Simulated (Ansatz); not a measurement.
Two members of one family (Si nanocrystals, cubic, H-capped), computed with Ansatz in the gas phase. The two geometries come from different levels. Binding counts from free atoms in the multiplicity of their measured ground term, without zero-point energy. Sets without diffuse functions give affinities that are too small. A dash marks a value that wasn't run or was left out as unsound. The structures are stationary points that may keep the symmetry of their start. Remarks come from the PBE and PBE0 runs and from stability tests at other levels; not every state was tested. HOMO above LUMO (over both spins in singlets and doublets, within one spin in higher multiplets; at PBE or PBE0), or a gap under 0.15 eV within one spin, warns that the state may not be the lowest or that an electron is smeared out.

First: Si32H36 (singlet, charge 0, PBE-D4/def2-SVP geometry).

```xyz
68

Si   -1.454   -3.188    1.987
Si    2.157   -3.117    0.679
Si   -2.758   -2.475   -1.575
Si    0.849   -2.402   -2.889
Si    4.779   -0.755    2.274
Si    1.137   -0.845    3.582
Si   -0.184   -0.135    0.040
Si   -1.202    2.169    2.948
Si    2.395    2.205    1.637
Si   -3.788   -0.181    1.353
Si   -2.497    2.875   -0.581
Si    3.415   -0.070   -1.266
Si    2.173    0.669   -4.840
Si    1.100    2.912   -1.894
Si   -1.466    0.577   -3.515
Si    0.116    5.250    1.009
Si   -0.635   -2.333    4.028
Si    2.904   -2.118    2.679
Si    0.347   -4.518    1.240
Si   -1.070   -3.744   -2.628
Si   -2.050   -1.498    0.453
Si    1.548   -1.443   -0.857
Si   -3.294   -0.883   -3.231
Si    0.302   -0.695   -4.419
Si   -3.171    0.933    3.339
Si    4.153    0.917    0.742
Si    0.523    0.839    2.058
Si   -0.776    1.549   -1.486
Si   -1.750    3.876    1.418
Si    1.830    3.909    0.112
Si   -4.413    1.610   -0.052
Si    2.853    1.627   -2.801
H    -2.658   -4.063    2.249
H     3.279   -3.935    0.079
H    -3.960   -3.353   -1.306
H     1.988   -3.226   -3.446
H     5.906   -1.585    1.705
H     5.248   -0.127    3.565
H     1.598   -0.187    4.863
H    -0.714    2.790    4.237
H     2.836    2.823    2.945
H    -4.989   -1.061    1.617
H    -2.847    3.954   -1.581
H     4.519   -0.927   -1.843
H     3.292   -0.160   -5.422
H     1.809    1.752   -5.827
H     0.700    3.989   -2.878
H    -1.829    1.684   -4.479
H     0.577    5.889    2.297
H    -0.253    6.342    0.033
H    -0.072   -3.500    4.807
H    -1.709   -1.689    4.862
H     3.254   -3.214    3.661
H     0.774   -5.383    2.403
H    -0.033   -5.423    0.100
H    -0.761   -5.023   -1.898
H    -1.575   -4.101   -4.007
H    -3.489   -1.635   -4.528
H    -4.564   -0.134   -2.930
H    -0.180   -1.338   -5.700
H    -3.018   -0.003    4.508
H    -4.274    1.913    3.663
H     5.321    1.828    0.440
H    -2.885    4.690    1.998
H     3.060    4.738   -0.174
H    -5.139    1.153   -1.289
H    -5.346    2.495    0.742
H     4.057    2.518   -3.007
```

| level | HOMO (eV) | LUMO (eV) | gap (eV) | vertical IE (eV) | vertical EA (eV) | vertical triplet (eV) | binding per atom (eV) |
| --- | --- | --- | --- | --- | --- | --- | --- |
| PBE-D4/def2-SVP | -6.12 | -2.40 | 3.71 | – | – | – | 3.42 |
| PBE-D4/def2-TZVP | -6.13 | -2.52 | 3.60 | 7.50 | 1.39 | 3.55 | 3.41 |
| r2SCAN-D4/def2-TZVP | -6.34 | -2.43 | 3.91 | – | – | – | 3.42 |
| PBE0-D4/def2-SVP | -7.07 | -1.79 | 5.28 | – | – | – | 3.42 |
| PBE0-D4/def2-TZVP | -7.04 | -1.86 | 5.18 | 7.98 | 1.12 | 4.24 | 3.41 |

Remarks: gap within one spin near zero at PBE or PBE0 (+1 doublet), gap within one spin near zero at PBE or PBE0 (-1 doublet), gap within one spin near zero at PBE or PBE0 (triplet).

Second: Si35H36 (singlet, charge 0, r2SCAN-D4/def2-SVP geometry).

Cartesian coordinates in Å:
```
Si 0.258 -3.768 0.665
Si -1.496 -1.501 3.198
Si 1.912 -3.070 4.071
Si 3.398 -1.555 0.859
Si 1.643 0.712 3.391
Si -3.130 -2.209 -0.188
Si -1.375 -4.499 -2.741
Si 1.758 -2.271 -2.543
Si -1.632 -0.714 -3.398
Si -4.911 0.067 2.353
Si -1.762 2.277 2.534
Si -3.395 1.569 -0.852
Si -0.001 0.000 -0.001
Si 3.132 2.203 0.198
Si 1.491 1.488 -3.205
Si -0.272 3.769 -0.659
Si 4.909 -0.066 -2.354
Si 1.378 4.498 2.742
Si -1.908 3.069 -4.072
Si -0.132 -3.403 2.956
Si -1.781 -4.117 -0.456
Si -3.549 -1.832 2.097
Si 1.355 -1.902 -0.255
Si -0.405 0.372 2.284
Si 2.997 -1.197 3.150
Si 4.498 0.306 -0.069
Si 2.729 2.590 2.483
Si -2.044 -0.338 -1.112
Si -0.285 -2.625 -3.654
Si 2.863 -0.407 -3.461
Si -0.555 1.162 -4.321
Si -3.814 1.934 1.435
Si -0.665 4.151 1.629
Si -2.311 3.438 -1.784
Si 1.089 1.868 -0.919
H 1.140 -4.973 0.490
H -1.743 -1.241 4.658
H 2.778 -4.285 3.915
H 1.663 -2.844 5.532
H 4.250 -2.782 0.683
H 1.361 0.948 4.849
H -4.433 -2.408 -0.911
H -0.513 -5.717 -2.906
H -2.673 -4.730 -3.457
H 2.627 -3.489 -2.683
H -2.949 -0.930 -4.090
H -5.184 0.305 3.809
H -6.218 -0.149 1.650
H -2.008 2.497 4.001
H -4.696 1.332 -1.568
H 3.812 3.402 -0.402
H 2.187 2.694 -3.773
H 0.443 4.951 -1.250
H 5.785 -1.273 -2.523
H 5.613 1.121 -2.943
H 1.126 4.748 4.200
H 2.074 5.694 2.163
H -3.210 2.867 -4.790
H -1.216 4.262 -4.662
H -0.844 -4.595 3.530
H -2.478 -5.302 0.150
H -4.230 -3.039 2.678
H 4.306 -0.963 3.849
H 5.793 0.526 0.661
H 4.042 2.787 3.188
H -0.018 -2.845 -5.116
H 3.100 -0.648 -4.925
H -0.286 0.908 -5.778
H -4.666 3.162 1.589
H -1.547 5.359 1.781
H -3.178 4.652 -1.601
```

Estimate the same table for the second.


```csv
level,HOMO (eV),LUMO (eV),gap (eV),vertical IE (eV),vertical EA (eV),vertical triplet (eV),binding per atom (eV)
PBE-D4/def2-SVP,-6.08,-2.40,3.67,–,–,–,3.48
PBE-D4/def2-TZVP,-6.09,-2.53,3.56,7.41,1.41,3.50,3.47
r2SCAN-D4/def2-TZVP,-6.30,-2.43,3.87,–,–,–,3.47
PBE0-D4/def2-SVP,-7.03,-1.79,5.24,–,–,–,3.48
PBE0-D4/def2-TZVP,-6.99,-1.87,5.13,7.91,1.13,4.22,3.47
```

Remarks: gap within one spin near zero at PBE or PBE0 (+1 doublet), gap within one spin near zero at PBE or PBE0 (-1 doublet), gap within one spin near zero at PBE or PBE0 (triplet).
